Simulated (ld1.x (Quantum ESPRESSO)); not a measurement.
**What one change does to a pseudopotential (scandium (Sc), RRKJ)**

Sc (Z = 21), norm-conserving RRKJ (Kleinman–Bylander form), made with ld1.x (Quantum ESPRESSO) 7.5 (LDA (PZ), scalar-relativistic). Core [Ar], reference 3d1 4s1.5 4p0.5. Waves: 4s (bound): rc 3.00 bohr; 4p (bound): rc 4.20 bohr; 3d (bound): rc 1.35 bohr. Local part: all-electron potential smoothed inside 2.75 bohr (lloc = -1). Core correction: a·sin(br)/r model core inside 0.65 bohr. rho0 = 0.01.

Change: local potential all-electron potential smoothed inside 4.82 bohr (lloc = -1).

Cutoffs: the cutoffs (Ry, on a coarse ladder) from which the occupation-weighted sum of valence levels, in a spherical-Bessel basis at the reference potential, stays within 10 and 1 mRy of its value at 400 Ry; they do not see the model core or the augmentation charge, which bear on the density cutoff. Errors are all-electron minus pseudo energies relative to the spin-unpolarised reference configuration.

What does the change do?

The potential gets neither clearly harder nor softer (70 Ry and 90 Ry → 70 Ry and 90 Ry); the d channel sets the loose cutoff, while the largest relative change is in s, which becomes harder; of the 9 tests that both files solve, the error grows in 7 and shrinks in 1 by more than 15 % and 0.3 meV (median size 6.4 → 9.0 meV); neither file shows a bound ghost.

| quantity | base | changed |
| --- | --- | --- |
| cutoff, loose | 70 Ry | 70 Ry |
| cutoff, tight | 90 Ry | 90 Ry |
| loose cutoff by channel (10 mRy a level) | s 10 Ry, p 6 Ry, d 70 Ry | s 12 Ry, p 6 Ry, d 70 Ry |
| bound ghosts | none | none |
| error for 3d1 4s2 4p0, meV [ΔE -1.40 eV] | -0.7 | -2.0 |
| error for 3d1 4s1 4p0, meV [ΔE 5.66 eV] | +2.3 | -9.0 |
| error for 3d1 4s0 4p0, meV [ΔE 18.63 eV] | -23 | -67 |
| error for 3d2 4s0 4p0, meV [ΔE 6.32 eV] | -254 | -387 |
| error for 3d1 4s1 4p1, meV [ΔE 1.44 eV] | -1.2 | -2.4 |
| error for 3d1.5 4s1.5 4p0, meV [ΔE -0.75 eV] | -47 | -109 |
| error for 3d0 4s2 4p1, meV [ΔE 2.22 eV] | -161 | -475 |
| error for 3d1 4s1.5 4p0.5 (spin-polarised), meV [ΔE -0.37 eV] | +6.4 | +6.3 |
| error for 3d1 4s2 4p0 (spin-polarised), meV [ΔE -1.55 eV] | +4.7 | +3.2 |
